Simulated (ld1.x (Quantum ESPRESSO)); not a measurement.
## An all-electron radial function and its pseudo partner (Ca)

Columns: radius, all-electron u(r) and pseudo u(r) of the 4s shell (level -3.54 eV) of calcium in the configuration [Ar] 3d0.5 4s1.5 4p0; LDA (PZ), scalar-relativistic, TM scheme, ld1.x (Quantum ESPRESSO) 7.5.

| r (bohr) | all-electron | pseudo |
| --- | --- | --- |
| 0.210 | -0.1336 | -0.0156 |
| 0.420 | -0.0210 | -0.0323 |
| 0.630 | 0.1691 | -0.0516 |
| 0.840 | 0.2392 | -0.0747 |
| 1.050 | 0.2004 | -0.1033 |
| 1.260 | 0.1022 | -0.1387 |
| 1.470 | -0.0171 | -0.1818 |
| 1.680 | -0.1350 | -0.2327 |
| 1.890 | -0.2404 | -0.2896 |
| 2.100 | -0.3289 | -0.3488 |
| 2.310 | -0.3995 | -0.4055 |
| 2.520 | -0.4534 | -0.4545 |
| 2.730 | -0.4925 | -0.4925 |
| 2.940 | -0.5186 | -0.5186 |
| 3.150 | -0.5337 | -0.5337 |
| 3.360 | -0.5397 | -0.5397 |
| 3.570 | -0.5382 | -0.5382 |
| 3.780 | -0.5304 | -0.5304 |
| 3.990 | -0.5178 | -0.5178 |
| 4.200 | -0.5013 | -0.5013 |
| 4.410 | -0.4820 | -0.4820 |
| 4.620 | -0.4606 | -0.4606 |
| 4.830 | -0.4377 | -0.4377 |
| 5.040 | -0.4140 | -0.4140 |
| 5.250 | -0.3900 | -0.3900 |
| 5.460 | -0.3659 | -0.3659 |

(1) How many radial nodes do the two functions have?

(2) At about which radius was the pseudo-wave matched?

(3) Where does each function peak?

(4) Is the pseudo-wave norm-conserving?

## Answers

(1) The all-electron 4s function has n − l − 1 = 3 (the table is too coarse to show those close to the nucleus); the pseudo-wave has 0, since the states of the same l below it are removed with the core.

(2) 3.00 bohr. The columns agree to 0.0005 from 2.73 bohr on; several derivatives are matched, so the curves merge somewhat inside the radius.

(3) Outermost all-electron maximum near 3.36 bohr, pseudo maximum near 3.36 bohr (to the table’s step).

(4) Yes: the TM scheme keeps the norm inside the radius equal to the all-electron one, which fixes the energy derivative of the logarithmic derivative at the level.
